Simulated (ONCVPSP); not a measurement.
## Ne, ONCV: configuration errors across variants

```json
{"Element": "neon (Ne)", "Generator": "ONCVPSP 4.0.1", "Type": "optimised norm-conserving Vanderbilt (ONCV)", "Functional": "LDA (Perdew-Wang 92)", "Relativity": "scalar-relativistic", "Frozen core": "[He]", "Valence charge": "8", "Reference configuration": "2s2 2p4.5 (charge +1.5)", "Partial waves": "2s: rc 0.55 bohr, ncon 5, nbas 9, qcut 11.5 1/bohr, 2 projectors, debl 1.5 Ha; 2p: rc 1.40 bohr, ncon 4, nbas 7, qcut 8.2 1/bohr, 1 projector", "Local potential": "polynomial inside 0.50 bohr (lpopt 5, dvloc0 0 Ha)", "Core correction": "none"}
```

In the s channel the program set the typed energies aside and used -2.430, 0.250 Ha.

All-electron excitation energies from the reference (eV): (1) 2s2 2p6 -41.547; (2) 2s2 2p5 -18.890; (3) 2s2 2p4 24.519; (4) 2s2 2p5.5 -32.584.

1 further variants failed, have other tests or another functional or relativity, and are left out.

Errors AE − PS in meV (a dash: test not solved or not reliable):

```tsv
change	(1)	(2)	(3)	(4)	bound ghosts	GHOST(+) flags above zero
base	+160	+34	+54	+100	none	s
all radii scaled by about 1.32 (s 0.72, p 1.86 bohr); local potential polynomial inside 0.66 bohr (lpopt 5, dvloc0 0 Ha)	+476	+90	+130	+280	none	none
p: qcut 5.1	+359	+72	+110	+219	none	s, p
p: rc 1.98	+601	+109	+156	+346	none	s
s: nproj 1	+162	+35	+54	+101	none	none
p: ncon 3, nbas 6	+207	+44	+65	+128	none	s
```

Problem. Give the same row for: s: rc 0.72.

Solution. +160, +35, +54, +100; bound ghosts: none; GHOST(+) flags above zero: none.
